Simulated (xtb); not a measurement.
xtb input for MoO2F, SMILES [O]=[Mo](=[O])[F] (connectivity only; charge and spin as stated), neutral, multiplicity 2, GFN2-xTB. 

```
$ xtb mol.xyz --gfn 2 --sp --chrg 0 --uhf 1 --json
$ cat mol.xyz
4

Mo     0.00000000    -0.00000000    -0.02879738
O     -0.00000000     1.39261636    -0.87912389
O     -0.00000000    -1.39261634    -0.87912392
F     -0.00000000    -0.00000001     1.69727472
```

It prints:

```
[banner left out]
          |                Calculation Setup                |
           -------------------------------------------------



           -------------------------------------------------
          |                 G F N 2 - x T B                 |
           -------------------------------------------------

        Reference                      10.1021/acs.jctc.8b01176
      * Hamiltonian:
        H0-scaling (s, p, d)           1.850000    2.230000    2.230000
        zeta-weighting                 0.500000
      * Dispersion:
        s8                             2.700000
        a1                             0.520000
        a2                             5.000000
        s9                             5.000000
      * Repulsion:
        kExp                           1.500000    1.000000
        rExp                           1.000000
      * Coulomb:
        alpha                          2.000000
        third order                    shell-resolved
        anisotropic                    true
        a3                             3.000000
        a5                             4.000000
        cn-shift                       1.200000
        cn-exp                         4.000000
        max-rad                        5.000000


          ...................................................
          :                      SETUP                      :
          :.................................................:
          :  # basis functions                  22          :
          :  # atomic orbitals                  21          :
          :  # shells                            9          :
          :  # electrons                        25          :
          :  max. iterations                   250          :
          :  Hamiltonian                  GFN2-xTB          :
          :  restarted?                      false          :
          :  GBSA solvation                  false          :
          :  PC potential                    false          :
          :  electronic temp.          300.0000000     K    :
          :  accuracy                    1.0000000          :
          :  -> integral cutoff          0.2500000E+02      :
          :  -> integral neglect         0.1000000E-07      :
          :  -> SCF convergence          0.1000000E-05 Eh   :
          :  -> wf. convergence          0.1000000E-03 e    :
          :  Broyden damping             0.4000000          :
          :  net charge                          0          :
          :  unpaired electrons                  1          :
          ...................................................

 iter      E             dE          RMSdq      gap      omega  full diag
   1    -14.2327510 -0.142328E+02  0.232E+01    2.23       0.0  T
   2    -14.4771179 -0.244367E+00  0.179E+01    0.76       1.0  T
   3    -14.9614301 -0.484312E+00  0.186E+01    1.77       1.0  T
   4    -14.9577303  0.369976E-02  0.146E+01    1.90       1.0  T
   5    -14.7775847  0.180146E+00  0.301E+01    2.61       1.0  T
   6    -14.6244036  0.153181E+00  0.324E+01    2.03       1.0  T
   7    -14.9366429 -0.312239E+00  0.173E+01    1.68       1.0  T
   8    -15.0092901 -0.726472E-01  0.105E+01    2.21       1.0  T
   9    -15.0152855 -0.599537E-02  0.818E+00    2.31       1.0  T
  10    -15.0197777 -0.449226E-02  0.695E+00    2.36       1.0  T
  11    -15.0307283 -0.109506E-01  0.323E-01    2.59       1.0  T
  12    -15.0306991  0.292143E-04  0.881E-01    2.60       1.0  T
  13    -15.0307250 -0.259193E-04  0.672E-01    2.60       1.0  T
  14    -15.0307832 -0.582251E-04  0.128E-01    2.58       1.0  T
  15    -15.0307867 -0.349291E-05  0.748E-02    2.58       1.0  T
  16    -15.0307873 -0.609989E-06  0.391E-02    2.58       1.3  T
  17    -15.0307876 -0.316909E-06  0.403E-03    2.58      12.4  T
  18    -15.0307876  0.139310E-07  0.759E-03    2.58       6.6  T
  19    -15.0307876 -0.136064E-07  0.233E-03    2.58      21.4  T
  20    -15.0307877 -0.203022E-08  0.518E-04    2.58      96.5  T
  21    -15.0307877 -0.712923E-10  0.291E-04    2.58     171.6  T

   *** convergence criteria satisfied after 21 iterations ***

         #    Occupation            Energy/Eh            Energy/eV
      -------------------------------------------------------------
         1        2.0000           -0.8954456             -24.3663
       ...           ...                  ...                  ...
         7        2.0000           -0.5266659             -14.3313
         8        2.0000           -0.5200854             -14.1522
         9        2.0000           -0.5151816             -14.0188
        10        2.0000           -0.4992319             -13.5848
        11        2.0000           -0.4961298             -13.5004
        12        1.9999           -0.4759289             -12.9507
        13        1.0001           -0.4582073             -12.4685 (HOMO)
        14                         -0.3633056              -9.8860 (LUMO)
        15                         -0.3031323              -8.2486
        16                         -0.2030525              -5.5253
        17                         -0.1815936              -4.9414
        18                         -0.1559542              -4.2437
       ...                                ...                  ...
        21                          0.2356067               6.4112
      -------------------------------------------------------------
                  HL-Gap            0.0949018 Eh            2.5824 eV
             Fermi-level           -0.4389123 Eh          -11.9434 eV

 SCC (total)                   0 d,  0 h,  0 min,  0.003 sec
 SCC setup                      ...        0 min,  0.000 sec (  1.984%)
 Dispersion                     ...        0 min,  0.000 sec (  0.687%)
 classical contributions        ...        0 min,  0.000 sec (  0.372%)
 integral evaluation            ...        0 min,  0.000 sec ( 12.892%)
 iterations                     ...        0 min,  0.002 sec ( 64.355%)
 molecular gradient             ...        0 min,  0.000 sec ( 18.010%)
 printout                       ...        0 min,  0.000 sec (  1.518%)

         :::::::::::::::::::::::::::::::::::::::::::::::::::::
         ::                     SUMMARY                     ::
         :::::::::::::::::::::::::::::::::::::::::::::::::::::
         :: total energy             -14.966729294174 Eh    ::
         :: gradient norm              0.000116404150 Eh/a0 ::
         :: HOMO-LUMO gap              2.582409373613 eV    ::
         ::.................................................::
         :: SCC energy               -15.030787531622 Eh    ::
         :: -> isotropic ES            0.113446549574 Eh    ::
         :: -> anisotropic ES          0.003602406575 Eh    ::
         :: -> anisotropic XC          0.003491002541 Eh    ::
         :: -> dispersion             -0.002097069577 Eh    ::
         :: repulsion energy           0.064058237448 Eh    ::
         :: add. restraining           0.000000000000 Eh    ::
         :: total charge               0.000000000000 e     ::
         :::::::::::::::::::::::::::::::::::::::::::::::::::::

           -------------------------------------------------
          |                Property Printout                |
           -------------------------------------------------

    * Orbital Energies and Occupations

         #    Occupation            Energy/Eh            Energy/eV
      -------------------------------------------------------------
         1        2.0000           -0.8954456             -24.3663
         2        2.0000           -0.7104388             -19.3320
         3        2.0000           -0.6951309             -18.9155
         4        2.0000           -0.5914437             -16.0940
Note: The following floating-point exceptions are signalling: IEEE_UNDERFLOW_FLAG IEEE_DENORMAL
normal termination of xtb
         5        2.0000           -0.5882446             -16.0070
         6        2.0000           -0.5837337             -15.8842
         7        2.0000           -0.5266659             -14.3313
         8        2.0000           -0.5200854             -14.1522
         9        2.0000           -0.5151816             -14.0188
        10        2.0000           -0.4992319             -13.5848
        11        2.0000           -0.4961298             -13.5004
        12        1.9999           -0.4759289             -12.9507
        13        1.0001           -0.4582073             -12.4685 (HOMO)
        14                         -0.3633056              -9.8860 (LUMO)
        15                         -0.3031323              -8.2486
        16                         -0.2030525              -5.5253
        17                         -0.1815936              -4.9414
        18                         -0.1559542              -4.2437
        19                          0.0769430               2.0937
        20                          0.2277253               6.1967
        21                          0.2356067               6.4112
      -------------------------------------------------------------
                  HL-Gap            0.0949018 Eh            2.5824 eV
             Fermi-level           -0.4389123 Eh          -11.9434 eV

     #   Z          covCN         q      C6AA      α(0)
     1  42 Mo       2.345     1.156   333.621    43.946
     2   8 O        0.804    -0.449    22.703     6.387
     3   8 O        0.804    -0.449    22.703     6.387
     4   9 F        0.737    -0.259    11.866     4.068

 Mol. C6AA /au·bohr⁶  :        922.400203
 Mol. C8AA /au·bohr⁸  :      61537.780805
 Mol. α(0) /au        :         60.787939


Wiberg/Mayer (AO) data.
largest (>0.10) Wiberg bond orders for each atom

 ---------------------------------------------------------------------------
     #   Z sym  total        # sym  WBO       # sym  WBO       # sym  WBO
 ---------------------------------------------------------------------------
     1  42 Mo   5.650 --     3 O    2.224     2 O    2.224     4 F    1.202
     2   8 O    2.378 --     1 Mo   2.224     3 O    0.105
     3   8 O    2.378 --     1 Mo   2.224     2 O    0.105
     4   9 F    1.301 --     1 Mo   1.202
 ---------------------------------------------------------------------------

Topologies differ in total number of bonds
Writing topology from bond orders to xtbtopo.mol

molecular dipole:
                 x           y           z       tot (Debye)
 q only:        0.000      -0.000       0.598
   full:        0.000      -0.000       1.474       3.747
molecular quadrupole (traceless):
                xx          xy          yy          xz          yz          zz
 q only:        5.675       0.000      -3.647       0.000      -0.000      -2.028
  q+dip:        5.350      -0.000      -3.500      -0.000      -0.000      -1.850
   full:        5.776      -0.000      -4.031       0.000      -0.000      -1.745


           -------------------------------------------------
          | TOTAL ENERGY              -14.966729294174 Eh   |
          | GRADIENT NORM               0.000116404150 Eh/α |
          | HOMO-LUMO GAP               2.582409373613 eV   |
           -------------------------------------------------

------------------------------------------------------------------------
------------------------------------------------------------------------
 total:
 SCF:
```

Self-consistency was reached.

Cost: roughly 0.020 core-seconds.
